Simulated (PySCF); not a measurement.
**Ionisation energy of Kr²⁶⁺ by level of theory**

Kr²⁶⁺ [Ne] (1S) → Kr²⁷⁺ [He] 2s2 2p5 (2P), as a difference of total energies. Computed with PySCF 2.14 in an even-tempered Gaussian basis (18 s from 7.6 bohr⁻², ratio 2.2; 11 p from 9.8 bohr⁻², ratio 2.2; 6 d from 46 bohr⁻², ratio 2.4; 5 f from 68 bohr⁻², ratio 2.4; 5 g from 100 bohr⁻², ratio 2.4), with the non-relativistic Hamiltonian (point nucleus). Correlated levels: nothing frozen; virtual orbitals above 40 to 60 times the deepest correlated orbital energy dropped. The calculations carry no spin-orbit coupling.

```csv
method,ionisation energy (eV)
UHF,2924.1
LDA,2923.3
PBE,2923.1
PBE0,2923.9
r2SCAN,2925.5
B3LYP,2924.3
BLYP,2923.5
MP2 (all electrons),2925.8
SCS-MP2 (all electrons),2925.6
```

A first-order spin-orbit estimate (lowest level to lowest level, LS coupling) adds -16.784 eV.

All relativistic terms are absent from these numbers, so their closeness to the reference says little about the methods.

For comparison: 2928.9 ± 1.7 eV (semi-empirical (NIST evaluation); NIST Atomic Spectra Database, ionization energies).
